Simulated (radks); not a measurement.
Q: Zr, 40 electrons, occupied as [Kr] 4d2 5s2 (the NIST ground configuration). All-electron calculation, scalar-relativistic Kohn-Sham, r2SCAN, spin-unpolarised, spherical densities, finite nucleus; meta-GGA in the generalised Kohn-Sham scheme; Fermi nuclear charge, rms radius 4.2694 fm. Program: a radial shooting solver on a logarithmic mesh with Libxc functionals. Some entries of the table are withheld. Estimate them.

orbital  occ.  eigenvalue (hartree)  <r^2> (bohr^2)  <1/r> (bohr^-1)
1s          2                   (1)        0.001854              (2)
2s          2             -91.40227         0.03113            9.266
2p          6             -81.41996         0.02455            9.013
3s          2             -15.17556          0.2398            3.149
3p          6             -11.88911             (3)            2.984
3d         10              -6.51389          0.2477            2.738
4s          2                   (4)           1.678            1.110
4p          6              -1.23168           2.154           0.9740
5s          2              -0.16847           16.08              (5)
4d          2              -0.12802           6.640           0.5991

A: 
(1) 1s eigenvalue (hartree): -656.5715
(2) 1s <1/r> (bohr^-1): 41.25
(3) 3p <r^2> (bohr^2): 0.2481
(4) 4s eigenvalue (hartree): -2.06707
(5) 5s <1/r> (bohr^-1): 0.3377
